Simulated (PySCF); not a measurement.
C3H5Ga.
SMILES with atom numbers: `[CH3:1][C:2]#[C:3][GaH2:4]` (hydrogens: H5, H6, H7 on C1; H8, H9 on Ga4)

Theory: core-valence-separated Tamm–Dancoff BHandHLYP/aug-pcX-1 (pcseg-1 on H, def2-SVPD on Ga) in PySCF, non-relativistic, gas phase, PBE0-D3(BJ)/def2-SVP geometry. The energies are unshifted.

Problem. Give energies, oscillator strengths and core holes at the C K edge.

Solution. 
```json
{"E (eV)": "282.56", "f": "0.0425", "core hole on": "C3", "main final orbital": "LUMO (72 %)", "polarisation": "across the triple bond"}
{"E (eV)": "282.61", "f": "0.0268", "core hole on": "C2", "main final orbital": "LUMO (64 %)", "polarisation": "across the triple bond"}
{"E (eV)": "283.17", "f": "0.0546", "core hole on": "C3", "main final orbital": "LUMO+7 (50 %)", "polarisation": "across the triple bond"}
{"E (eV)": "283.74", "f": "0.0575", "core hole on": "C2", "main final orbital": "LUMO+7 (42 %)", "polarisation": "across the triple bond"}
{"E (eV)": "284.39", "f": "0.0492", "core hole on": "C3", "main final orbital": "LUMO+8 (42 %)", "polarisation": "across the triple bond"}
{"E (eV)": "285.39", "f": "0.0008", "core hole on": "C1", "main final orbital": "LUMO (86 %)", "polarisation": "–"}
{"E (eV)": "285.44", "f": "0.0036", "core hole on": "C3", "main final orbital": "LUMO+1 (43 %)", "polarisation": "along the triple bond"}
{"E (eV)": "285.76", "f": "0.0123", "core hole on": "C3", "main final orbital": "LUMO+1 (35 %)", "polarisation": "along the triple bond"}
{"E (eV)": "285.96", "f": "0.0034", "core hole on": "C1", "main final orbital": "LUMO+1 (83 %)", "polarisation": "–"}
{"E (eV)": "286.08", "f": "0.0006", "core hole on": "C2", "main final orbital": "LUMO+1 (85 %)", "polarisation": "–"}
{"E (eV)": "286.48", "f": "0.0210", "core hole on": "C1", "main final orbital": "LUMO+3 (68 %)", "polarisation": "–"}
{"E (eV)": "286.55", "f": "0.0008", "core hole on": "C3", "main final orbital": "LUMO+2 (74 %)", "polarisation": "–"}
{"E (eV)": "286.58", "f": "0.0077", "core hole on": "C2", "main final orbital": "LUMO+8 (42 %)", "polarisation": "across the triple bond"}
{"E (eV)": "286.78", "f": "0.0069", "core hole on": "C3", "main final orbital": "LUMO+3 (63 %)", "polarisation": "across the triple bond"}
{"E (eV)": "286.91", "f": "0.0343", "core hole on": "C1", "main final orbital": "LUMO+5 (59 %)", "polarisation": "–"}
```

The first line with a tenth or more of the strongest one's intensity is at 282.56 eV (f = 0.042), with the hole on C3 (alkyne carbon), polarised across the triple bond: a 1s→π* resonance. The strongest listed is at 283.74 eV (f = 0.058; C2).

Roots within 0.03 eV whose holes lie on the same, on equivalent or on shared atoms are summed into one line, and the highest roots are left out, as the search may have cut off their partners. Final orbitals are the ground state's empty Kohn–Sham orbitals. A dash: too weak, shared between unlike atoms, or no plane or axis to refer to.

Problem. What is the summed oscillator strength of the listed C K lines, and their intensity-weighted mean energy?

Solution. Σf = 0.322 over 15 lines from 282.56 to 286.91 eV; the weighted mean is 284.28 eV. The strongest line holds 18 % of the sum.

Only the lowest roots of each edge were sought. The BHandHLYP/aug-pcX-1 (pcseg-1 on H, def2-SVPD on Ga) calculation is non-relativistic and has no spin–orbit coupling, an omission that weighs most on gallium.

Hardware: one thread of an Arm Neoverse V2 (shared host). Cost: 7.9 s of wall time, 0.71 GiB resident at most.
